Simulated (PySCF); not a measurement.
Nb(NH)(F)(Cl)2 (Cl₂FHNNb), SMILES [Cl][Nb]([Cl])([F])=[NH], multiplicity 1. Atoms are numbered in the order given.

```xyz
6

Nb     0.0205     0.2712     0.0000
N      1.5810     1.0518     0.0000
H      2.4935     1.5180     0.0000
F     -1.2746     1.6248     0.0000
Cl    -0.0862    -1.0183    -1.9114
Cl    -0.0862    -1.0183     1.9114
```
Charge 0, spin multiplicity 1.

The structure is a stationary point at PBE-D3(BJ)/def2-SVP. The multiplicity is an assumed one; no other spin state was optimised. The structure was generated by enumeration; whether it is a known compound was not checked. The def2 effective core potentials stand for the cores of Nb; spin–orbit coupling is left out.

Level of theory: PySCF with PBE-D3(BJ)/def2-SVP.

Frequencies are harmonic and unscaled.

Computed vibrational spectrum:
| mode | ν (cm⁻¹) | IR (km/mol) | moving atoms (share of kinetic energy) |
|---|---|---|---|
| 1 | 101 | 0.9 | Cl 78 %, Nb 15 % |
| 2 | 137 | 2.3 | F 69 %, Cl 24 % |
| 3 | 148 | 3.2 | Cl 32 %, Nb 30 %, F 23 %, N 12 % |
| 4 | 203 | 2.2 | N 56 %, Cl 22 %, H 17 % |
| 5 | 238 | 2.3 | N 42 %, F 32 %, H 14 % |
| 6 | 393 | 22.3 | Cl 76 %, Nb 19 % |
| 7 | 426 | 64.4 | Cl 58 %, Nb 39 % |
| 8 | 526 | 146.2 | H 78 %, N 20 % |
| 9 | 568 | 173.8 | H 78 %, N 20 % |
| 10 | 692 | 115.3 | F 80 %, Nb 19 % |
| 11 | 1001 | 94.0 | N 78 %, Nb 15 % |
| 12 | 3544 | 199.4 | H 92 % |
